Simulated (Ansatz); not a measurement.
`[NH2][Zr]([NH2])([I])[I]`. The species carries charge 0 and has multiplicity 1. Zr, I takes the def2 core potential.

```xyz
9

N    -1.101    0.115    1.278
Zr    0.244    0.556   -0.137
N     0.646   -1.183   -1.033
I     2.492    1.539    1.073
I    -0.894    2.296   -1.913
H    -1.502    0.799    1.907
H    -1.486   -0.796    1.484
H     1.411   -1.800   -0.790
H     0.190   -1.527   -1.869
```

Q: List the harmonic frequencies (cm⁻¹, unscaled) at PBE0-D4/def2-TZVP in Ansatz. (Estimate.)

A: The calculation gave: 46, 91, 92, 112, 154, 159, 209, 246, 315, 461, 475, 510, 512, 661, 674, 1522, 1534, 3543, 3552, 3640, 3653.

Q: Is this a minimum?

A: Yes, all 21 modes are real.

Q: Give the ideal-gas thermochemistry at 298.15 K and 1 bar (rigid rotor, harmonic oscillator; point group Cs, symmetry number 1).

A: Zero-point energy 132.6 kJ/mol; H(298) − E = 160.7 kJ/mol; entropy 439.7 J/(mol·K), of which translation 182.8, rotation 134.4, vibration 122.5; G(298) − E = 29.6 kJ/mol. Modes under 100 cm⁻¹ are hindered rotations or soft bends, so the harmonic entropy is rough.

Q: And at 400, 500, 600, 800 and 1000 K?

A: 
```
T (K)  H − E (kJ/mol)  S (J/mol/K)  G − E (kJ/mol)
  400           174.9        480.5           -17.3
  500           189.7        513.5           -67.1
  600           205.1        541.5          -119.8
  800           237.3        587.8          -233.0
 1000           270.9        625.3          -354.4
```
